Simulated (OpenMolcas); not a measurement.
Ni3+ among 5 point charges of -2 e arranged as a trigonal bipyramid (D3h). The axial distance is 1.18 times the equatorial one, R.

```json
{
  "Program": "OpenMolcas",
  "Method": "SS-CASPT2, IPEA 0.25 Eh, imaginary shift 0.1 Eh (closed shells correlated: 3s 3p)",
  "Basis": "ANO-RCC-VDZP [5s4p2d1f]",
  "Scalar Hamiltonian": "DKH2, point nucleus",
  "Active space": "7 electrons in 5 orbitals (3d)",
  "State averaging": "2S+1 = 4 even, 10 roots; 2S+1 = 2 even, 40 roots",
  "Spin-orbit coupling": "RASSI with atomic mean-field integrals over the reference wave functions"
}
```

All point charges move together. At R = 1.9 Å the first state of the same spin is 1030 cm-1, and at R = 2.08 Å it is 650 cm-1.

A third run gives 1350 cm-1. What distance was it run at?

With a power law R^-n the two known points give n = -ln(650 / 1030) / ln(2.08 / 1.9) = 5.09. Then R = 1.9 × (1030 / 1350)^(1/5.09) = 1.802 Å. The run was at 1.79 Å, so the estimate is off by +0.012 Å.

Roots that are degenerate in the reference are averaged as groups; the widest CASPT2 spread within a group is 85 cm-1 (the 2-fold group of multiplicity 4 near 3210 cm-1 above the lowest state of its run, R = 2.08). Shifts and gaps below about the spread of the groups concerned are not significant. Point charges give a weaker field than real ligands, and real ions of this kind are often low spin; the high spin found here belongs to the model. Free-ion shares, where given, are those of the reference states; single-state CASPT2 does not remix them. The ground term spreads over less than 5000 cm-1, several times less than with real ligands, so orbital moments are less quenched and χT lies further from the spin-only value than at real sites (holds for R = 1.9; R = 2.08). Spin-orbit coupling mixes the spin-free states strongly: the lowest level takes only 66 % from its leading state, 4A2 (holds for R = 2.08). Point charges carry no covalency, so the field is a model and not that of real ligands. No measured value stands beside these numbers.
